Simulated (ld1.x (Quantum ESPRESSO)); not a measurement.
phosphorus (P): one change to a TM potential, before and after

P, norm-conserving Troullier–Martins (Kleinman–Bylander form), made with ld1.x (Quantum ESPRESSO) 7.5 (PW91, fully relativistic). Core [Ne], reference 3s2 3p3. Waves: 3s (bound): rc 1.20 bohr; 3p (bound): rc 1.55 bohr. Local part: all-electron potential smoothed inside 1.15 bohr (lloc = -1). Core correction: a·sin(br)/r model core inside 0.75 bohr.

Open shells are filled in proportion to 2j + 1 (rel_dist='average').

All-electron outer shells of the reference configuration (PW91, scalar-relativistic, ld1.x):

```json
{"shell": "2s", "level (eV)": "-174.06", "outermost node (bohr)": "0.14", "outermost maximum (bohr)": "0.42"}
{"shell": "2p", "level (eV)": "-124.67", "outermost node (bohr)": "–", "outermost maximum (bohr)": "0.36"}
{"shell": "3s", "level (eV)": "-14.02", "outermost node (bohr)": "0.65", "outermost maximum (bohr)": "1.58"}
{"shell": "3p", "level (eV)": "-5.55", "outermost node (bohr)": "0.64", "outermost maximum (bohr)": "1.83"}
```

Change: all radii but the core radius scaled by about 1.11 (s 1.32, p 1.72 bohr); local potential all-electron potential smoothed inside 1.28 bohr (lloc = -1).

Cutoffs: the cutoffs (Ry, on a coarse ladder) from which the occupation-weighted sum of valence levels, in a spherical-Bessel basis at the reference potential, stays within 10 and 1 mRy of its value at 400 Ry; they do not see the model core or the augmentation charge, which bear on the density cutoff. Errors are all-electron minus pseudo energies relative to the spin-unpolarised reference configuration.

Task: How do hardness, ghosts and transferability respond?

Result: The potential gets softer (50 Ry and 110 Ry → 35 Ry and 80 Ry); of the 7 tests that both files solve, the error grows in 0 and shrinks in 5 by more than 15 % and 0.3 meV (median size 10.0 → 6.7 meV); neither file shows a bound ghost. A larger radius leaves more room for a smooth pseudo-wave, so fewer plane waves are needed. That the errors move this way runs against the usual rule that smaller radii transfer better.

| quantity | base | changed |
| --- | --- | --- |
| cutoff, loose | 50 Ry | 35 Ry |
| cutoff, tight | 110 Ry | 80 Ry |
| loose cutoff by channel (10 mRy a level) | s 40 Ry, p 8 Ry | s 18 Ry, p 8 Ry |
| bound ghosts | none | none |
| error for 3s2 3p2, meV [ΔE 9.78 eV] | +6.0 | +4.6 |
| error for 3s2 3p1, meV [ΔE 28.98 eV] | +41 | +31 |
| error for 3s2 3p0, meV [ΔE 58.80 eV] | +145 | +103 |
| error for 3s2 3p3.3, meV [ΔE -1.32 eV] | +0.2 | +0.2 |
| error for 3s1 3p0, meV [ΔE 110.90 eV] | +313 | +214 |
| error for 3s1 3p3, meV [ΔE 18.90 eV] | +10.0 | +6.7 |
| error for 3s0 3p5, meV [ΔE 17.21 eV] | -6.2 | -6.4 |
